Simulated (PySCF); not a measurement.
Compound: C6H16N2.
Numbering: `[CH3:1][CH2:2][C@@H:3]([CH3:4])[N:5]([CH3:6])[NH:7][CH3:8]` (hydrogens: H9, H10, H11 on C1; H12, H13 on C2; H14 on C3; H15, H16, H17 on C4; H18, H19, H20 on C6; H21 on N7; H22, H23, H24 on C8)

The same species was optimised twice, with GFN2-xTB and with PBE0-D3(BJ)/def2-SVP (PySCF), and the same property calculations (PySCF, gas phase) were run on both structures.

```csv
coordinate,GFN2-xTB,PBE0-D3(BJ)/def2-SVP,change
N5–N7 (Å),1.413,1.395,-0.018
C3–C4 (Å),1.535,1.528,-0.007
N7–C8 (Å),1.448,1.442,-0.006
N5–C6 (Å),1.448,1.441,-0.007
C2–C3 (Å),1.533,1.528,-0.005
C1–C2 (Å),1.523,1.519,-0.004
C3–N5 (Å),1.460,1.460,0.000
C1–C2–C3 (°),112.1,113.8,+1.7
C3–N5–N7 (°),110.2,111.6,+1.4
C2–C3–C4 (°),110.7,111.8,+1.1
C2–C3–N5 (°),110.5,111.4,+0.9
N5–N7–C8 (°),112.4,113.2,+0.8
C4–C3–N5 (°),114.5,114.0,-0.5
C3–N5–C6 (°),116.1,116.6,+0.5
C6–N5–N7 (°),113.5,113.5,0.0
C1–C2–C3–C4 (°),177,178,+1
C2–C3–N5–C6 (°),-75,-67,+8
C3–N5–N7–C8 (°),-143,-140,+3
```

Rotational constants: A = 2461, B = 1437, C = 1180 MHz (GFN2-xTB) against A = 2507, B = 1407, C = 1176 MHz (PBE0-D3(BJ)/def2-SVP). Point groups within 0.08 Å: C1 and C1.

On the GFN2-xTB structure: HOMO (eV) -6.18 [PBE0/pcSseg-1]; LUMO (eV) 1.35 [PBE0/pcSseg-1]; dipole (D) 1.24 [PBE0/pcSseg-1]; GIAO shielding of C1 (ppm) 173.2 [PBE0/pcSseg-1]; GIAO shielding of C2 (ppm) 155.1 [PBE0/pcSseg-1]; GIAO shielding of C3 (ppm) 118.9 [PBE0/pcSseg-1]; GIAO shielding of C4 (ppm) 172.9 [PBE0/pcSseg-1]; GIAO shielding of N5 (ppm) 172.5 [PBE0/pcSseg-1]; GIAO shielding of C6 (ppm) 154.6 [PBE0/pcSseg-1]; GIAO shielding of N7 (ppm) 153.2 [PBE0/pcSseg-1]; GIAO shielding of C8 (ppm) 148.1 [PBE0/pcSseg-1].

Q: What do these properties become on the PBE0-D3(BJ)/def2-SVP structure?

A: 
| property | level | on GFN2-xTB | on PBE0-D3(BJ)/def2-SVP | change |
| --- | --- | --- | --- | --- |
| HOMO (eV) | PBE0/pcSseg-1 | -6.18 | -6.13 | +0.05 |
| LUMO (eV) | PBE0/pcSseg-1 | 1.35 | 1.33 | -0.02 |
| dipole (D) | PBE0/pcSseg-1 | 1.24 | 1.13 | -0.11 |
| energy, GFN2-xTB geometry as zero (kcal/mol) | PBE0/pcSseg-1 | 0.0 | -0.9 | -0.9 |
| GIAO shielding of C1 (ppm) | PBE0/pcSseg-1 | 173.2 | 171.5 | -1.7 |
| GIAO shielding of C2 (ppm) | PBE0/pcSseg-1 | 155.1 | 154.2 | -0.9 |
| GIAO shielding of C3 (ppm) | PBE0/pcSseg-1 | 118.9 | 120.7 | +1.8 |
| GIAO shielding of C4 (ppm) | PBE0/pcSseg-1 | 172.9 | 172.5 | -0.4 |
| GIAO shielding of N5 (ppm) | PBE0/pcSseg-1 | 172.5 | 180.4 | +7.9 |
| GIAO shielding of C6 (ppm) | PBE0/pcSseg-1 | 154.6 | 155.6 | +1.0 |
| GIAO shielding of N7 (ppm) | PBE0/pcSseg-1 | 153.2 | 162.2 | +9.0 |
| GIAO shielding of C8 (ppm) | PBE0/pcSseg-1 | 148.1 | 147.9 | -0.2 |

The heavy atoms differ by 0.091 Å rms after alignment. Among bonds between heavy atoms N5–N7 changes most (-0.018 Å). Changes are differences of the printed values. Neither structure is proved a minimum here.

Conformer computed: `[CH3:1][CH2:2][C@@H:3]([CH3:4])[N:5]([CH3:6])[NH:7][CH3:8]`: C1–C2–C3–C4 178°, C2–C3–N5–C6 -67°, C3–N5–N7–C8 -140°.
